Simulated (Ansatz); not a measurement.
Cost and result for the atomization energy of GeH3Se (`[GeH2][SeH]`) radical (5 atoms, 4 bonds).

The species carries charge 0 and has multiplicity 2. Correlated methods include outer-core shells of Ge, Se, which these sets cover unevenly. Scalar relativity is left out up to krypton. All single points use the PBE0-D4/def2-TZVP geometry. Program: Ansatz. Hardware: A = 2 threads of a server CPU on a shared host; B = 2 threads of an AMD EPYC 7R13 on a shared host and a share of an NVIDIA H100 80 GB. Times are those of one run each, without the atoms' runs, and a repeat can differ threefold. Electronic energies, without spin–orbit coupling; frozen cores. CCSD(T)/CBS adds CCSD(T) − MP2 in def2-TZVPP to the MP2 limit, and its time is that of the two runs behind it. T1 = 0.013; ⟨S²⟩ of the reference is 0.76. With those shells the extrapolation isn't a true limit. B3LYP takes the VWN-RPA correlation (the form of Gaussian; ORCA's B3LYP/G).

CCSD(T)/CBS is a level of theory with its own doubt, some kJ/mol a heavy atom from the limit and from the frozen cores, so smaller differences don't rank the functionals.

| level | functions | wall time |
| --- | --- | --- |
| LDA (SPW92)/def2-TZVPP [A] | 138 | 2 s |
| revPBE-D4/def2-TZVPP [A] | 138 | 3.2 s |
| BLYP-D4/def2-TZVPP [A] | 138 | 3.6 s |
| B3LYP-D4/def2-TZVPP (with forces) [A] | 138 | 6.5 s |
| CAM-B3LYP-D4/def2-TZVPP [A] | 138 | 6.5 s |
| r2SCANh-D4/def2-TZVPP [A] | 138 | 8 s |
| B2PLYP/def2-TZVPP [A] | 138 | 8 s |
| PBE-QIDH/def2-TZVPP [A] | 138 | 8 s |
| CCSD(T)/def2-TZVPP [B] | 138 | 12 s |
| CCSD(T)/def2-SVP [A] | 79 | 12 s |
| ωB97X-V/def2-TZVPP [A] | 138 | 14 s |
| CCSD(T)/def2-QZVPP [B] | 268 | 21 s |
| CCSD(T)/CBS(def2) | – | 33 s |

Question: What atomization energy does each give, and how far from CCSD(T)/CBS? (Estimate.)

Answer: The calculation gave: 
```tsv
level	atomization (kJ/mol)	difference from CCSD(T)/CBS	per bond
LDA (SPW92)/def2-TZVPP [A]	1329.0	175.2	43.8
revPBE-D4/def2-TZVPP [A]	1128.1	-25.7	-6.4
BLYP-D4/def2-TZVPP [A]	1141.5	-12.3	-3.1
B3LYP-D4/def2-TZVPP (with forces) [A]	1147.2	-6.6	-1.7
CAM-B3LYP-D4/def2-TZVPP [A]	1143.0	-10.8	-2.7
r2SCANh-D4/def2-TZVPP [A]	1159.4	5.6	1.4
B2PLYP/def2-TZVPP [A]	1128.1	-25.7	-6.4
PBE-QIDH/def2-TZVPP [A]	1133.1	-20.7	-5.2
CCSD(T)/def2-TZVPP [B]	1128.8	-25.0	-6.3
CCSD(T)/def2-SVP [A]	1057.0	-96.8	-24.2
ωB97X-V/def2-TZVPP [A]	1157.1	3.3	0.8
CCSD(T)/def2-QZVPP [B]	1147.2	-6.6	-1.7
CCSD(T)/CBS(def2)	1153.8	0.0	0.0
```

The D4 term adds +14.6 kJ/mol with B3LYP and +7.4 kJ/mol with PBE0; it sums over pairs of atoms, weighted by their polarisabilities, and B3LYP, whose exchange is more repulsive, gets the larger term. From BLYP to BHLYP (50 % exact exchange), in def2-TZVPP and without D4, the atomization energy moves by −14.3 kJ/mol: exact exchange takes away binding that semilocal exchange gives to molecules. At CCSD(T), def2-SVP lies −96.9 kJ/mol from the extrapolated value and def2-TZVPP −25.0 kJ/mol: correlation converges slowly with the basis, and small sets miss more of it in the bonded molecule than in its fragments.
